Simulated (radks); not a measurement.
Initial-state core-level shifts of the cobalt ion Co+ when its valence configuration changes from [Ar] 3d8. All-electron calculation, non-relativistic Kohn-Sham, r2SCAN, spin-polarised, spherical densities, point nucleus; open shells are filled with parallel spins first; meta-GGA in the generalised Kohn-Sham scheme. Program: a radial shooting solver on a logarithmic mesh with Libxc functionals. Shifts are changes of the shell-averaged eigenvalues in eV (positive: less bound); the change of the density at the nucleus, which sets a Mossbauer isomer shift, is in e/bohr^3, on a base of 1.336e+04.

[
 {"valence": "3d7 4s1", "1s": "-5.650", "2p": "-6.245", "3s": "-5.643", "3p": "-5.479", "density at nucleus": "+7.615"},
 {"valence": "3d7 4p1", "1s": "-7.195", "2p": "-7.694", "3s": "-7.187", "3p": "-7.026", "density at nucleus": "+1.134"},
 {"valence": "3d7.5 4p0.5", "1s": "-3.468", "2p": "-3.687", "3s": "-3.499", "3p": "-3.426", "density at nucleus": "+0.480"},
 {"valence": "3d6 4p2", "1s": "-15.402", "2p": "-16.641", "3s": "-15.030", "3p": "-14.652", "density at nucleus": "+2.977"},
 {"valence": "3d5 4s1 4p2", "1s": "-23.153", "2p": "-25.406", "3s": "-21.959", "3p": "-21.342", "density at nucleus": "+14.428"},
 {"valence": "3d5 4p3", "1s": "-24.508", "2p": "-26.705", "3s": "-23.287", "3p": "-22.663", "density at nucleus": "+5.482"},
 {"valence": "3d6.5 4p1.5", "1s": "-11.178", "2p": "-12.018", "3s": "-11.042", "3p": "-10.778", "density at nucleus": "+1.967"},
 {"valence": "3d4 4s1 4p3", "1s": "-34.256", "2p": "-37.716", "3s": "-31.652", "3p": "-30.781", "density at nucleus": "+19.231"},
 {"valence": "3d7.5 4s0.5", "1s": "-2.691", "2p": "-2.968", "3s": "-2.715", "3p": "-2.639", "density at nucleus": "+3.524"}
]
